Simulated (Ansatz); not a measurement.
Relaxation of the cluster Be₂S with UKS PBE0-D4/def2-TZVP.

```sh
$ ansatz run in.yaml --threads 4 --pin off --events-out ev --progress --plain --max-ram 3916MiB
```

```yaml
crystal:
  periodic: [false, false, false]
  atoms:
    - {symbol: Be, position_ang: [-0.110884, -0.137454, -1.093507]}
    - {symbol: Be, position_ang: [0.882992, 0.528011, 0.410508]}
    - {symbol: S, position_ang: [-0.772109, -0.390557, 0.682999]}
basis:
  gaussian: {orbitals: def2-TZVP}
magnetization: {spin_polarized: true, initial_magnetization: 2}
hamiltonian: {xc: pbe0, dispersion: d4}
scf: {omitted_lower_state_checks: [starts]}
output: {orbitals: {seedname: orbitals}}
relax: {f_tol: 0.02, max_steps: 100}
```

Run time 4.7 s (4 threads of Arm Neoverse V1 on a shared host).

Positions (Å) and forces (eV/Å) at steps 1, 2, 3, 4, 5, 6 of 6:

```xyz
3
step=1 energy=-11631.3885 eV
Be   -0.111   -0.137   -1.094   -1.486   -0.954   -1.658
Be    0.883    0.528    0.411    0.994    0.706    2.094
S    -0.772   -0.391    0.683    0.492    0.249   -0.435
3
step=2 energy=-11631.7644 eV
Be   -0.181   -0.182   -1.161   -0.660   -0.420   -0.682
Be    0.920    0.556    0.507    0.396    0.287    0.916
S    -0.739   -0.374    0.654    0.264    0.134   -0.234
3
step=3 energy=-11631.9388 eV
Be   -0.263   -0.234   -1.236   -0.263   -0.163   -0.206
Be    0.962    0.587    0.618    0.103    0.082    0.347
S    -0.699   -0.353    0.618    0.160    0.081   -0.142
3
step=4 energy=-11632.0357 eV
Be   -0.402   -0.320   -1.352   -0.019   -0.002    0.124
Be    1.023    0.634    0.803   -0.109   -0.062   -0.011
S    -0.621   -0.314    0.550    0.128    0.065   -0.113
3
step=5 energy=-11632.0343 eV rejected
Be   -0.414   -0.327   -1.350    0.028    0.003   -0.189
Be    1.017    0.632    0.816    0.165    0.094    0.018
S    -0.603   -0.305    0.534   -0.193   -0.098    0.171
3
step=6 energy=-11632.0369 eV
Be   -0.405   -0.322   -1.350    0.000    0.000   -0.001
Be    1.020    0.633    0.807    0.001    0.000    0.001
S    -0.615   -0.311    0.544    0.000    0.000    0.000
```

At PBE0-D4/def2-TZVP a singlet of charge 0 lies 0.10 eV below the triplet, each at its own geometry. That singlet is doubtful there (restricted singlet, unstable towards broken spin symmetry). The structure comes from a short search, and lower isomers may exist.
